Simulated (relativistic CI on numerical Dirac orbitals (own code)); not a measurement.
Cubic crystal-field splitting of Ce3+ by operator equivalents

Problem. Ce3+ (4f) sits in a cubic field with the Wybourne parameters B⁴₀ = 2500 and B⁶₀ = 150 cm⁻¹. Find the levels of its ground J multiplet, neglecting the mixing with the other J.

Working.
1. One f electron has the ground level ²F5/2 with g_J = 6/7 and the Stevens factor β = 2/315. Rank 6 cannot act within J = 5/2.
2. Stevens form: B₄ = β B⁴₀/8 = 1.9841 cm⁻¹, in H = B₄(O₄⁰ + 5O₄⁴).
3. The eigenvalues of O₄⁰ + 5O₄⁴ for J = 5/2 are −240 (Γ7 doublet) and +120 (Γ8 quartet): E(Γ7) = -476.2, E(Γ8) = 238.1 cm⁻¹.
4. Order and energies above the lowest: Γ7 0.0, Γ8 714.3 cm⁻¹. A Γ7 ground doublet has the isotropic |g| = 1.429.

Check. Diagonalising spin-orbit coupling (free-ion gap 2139 cm⁻¹, from a Dirac-Coulomb-Breit calculation) and field together in all 14 states gives Γ7 0.0, Γ8 700.8 cm⁻¹, with |g| = 1.142. The other multiplet starts at 2139 cm⁻¹; the differences from the hand values come from J mixing and grow with the ratio of the field to that gap.
